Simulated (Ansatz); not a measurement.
Geometry optimisation, RKS B3LYP-D4/def2-SVP in Ansatz 0.2.0.

Input file:

```yaml
crystal:
  periodic: [false, false, false]
  atoms:
    - { symbol: B, position_ang: [-0.0497, 1.33122, -0.31103] }
    - { symbol: C, position_ang: [0.1924, 0.09089, 0.39596] }
    - { symbol: B, position_ang: [-0.0691, -1.3843, 0.004] }
    - { symbol: F, position_ang: [-1.14333, -2.05144, 0.19372] }
    - { symbol: H, position_ang: [-1.00548, 1.89478, 0.07738] }
    - { symbol: H, position_ang: [0.48697, 1.86497, -1.19804] }
    - { symbol: H, position_ang: [0.71588, 0.13047, 1.35531] }
    - { symbol: H, position_ang: [0.87236, -1.87659, -0.51731] }
total_charge: 1
basis:
  gaussian: { orbitals: def2-SVP }
hamiltonian:
  xc: b3lyp
  dispersion: d4
relax:
  f_tol: 0.015
  max_steps: 40
```

Command:

```bash
$ ansatz run input.yaml --threads 1 --pin off --max-ram 2048MiB --backend cpu --events-out ev --progress --plain --runs-dir out
```

Question: Where does it end, and by what steps?

Answer: The forces met the threshold. After 27 steps the energy has fallen by 1.460 eV; H5 moved furthest, 1.60 Å. Parted: B1–H5 (1.18 → 2.06 Å). Joined: C2–H5 (2.19 → 1.12 Å).

| step | energy less start (eV) | largest force component (eV/Å) | accepted |
| --- | --- | --- | --- |
| 0 | 0.0000 | 1.058 | yes |
| 1 | -0.1018 | 0.346 | yes |
| 2 | -0.1200 | 0.427 | yes |
| 3 | -0.1173 | 0.580 | no |
| 4 | -0.1351 | 0.074 | yes |
| 5 | -0.1392 | 0.092 | yes |
| 6 | -0.1477 | 0.325 | yes |
| 7 | -0.1659 | 0.731 | yes |
| 8 | -0.2596 | 1.370 | yes |
| 9 | -0.5091 | 1.690 | yes |
| 10 | -0.9227 | 1.572 | yes |
| 11 | -1.0558 | 3.319 | yes |
| 12 | -1.2887 | 0.908 | yes |
| 13 | -1.2848 | 1.150 | no |
| 14 | -1.3825 | 0.229 | yes |
| 15 | -1.4177 | 0.196 | yes |
| 16 | -1.4402 | 0.374 | yes |
| 17 | -1.4558 | 0.116 | yes |
| 18 | -1.4563 | 0.170 | yes |
| 19 | -1.4572 | 0.135 | yes |
| 20 | -1.4584 | 0.085 | yes |
| 21 | -1.4599 | 0.055 | yes |
| 22 | -1.4586 | 0.176 | no |
| 23 | -1.4602 | 0.015 | yes |
| 24 | -1.4603 | 0.065 | yes |
| 25 | -1.4604 | 0.039 | yes |
| 26 | -1.4604 | 0.058 | no |
| 27 | -1.4605 | 0.006 | yes |

```xyz
8
Properties=species:S:1:pos:R:3
B 0.167 1.294 -0.646
C 0.079 0.354 0.445
B -0.114 -1.222 0.000
F -1.217 -1.507 -0.621
H -0.848 0.610 1.015
H 0.242 2.040 -1.567
H 0.964 0.464 1.109
H 0.726 -2.032 0.264
```

Whether the end is a true minimum wasn't checked by a vibrational analysis.

The run took 64 s on 1 thread of Arm Neoverse V1, with other jobs on the host, peak memory 0.14 GiB.
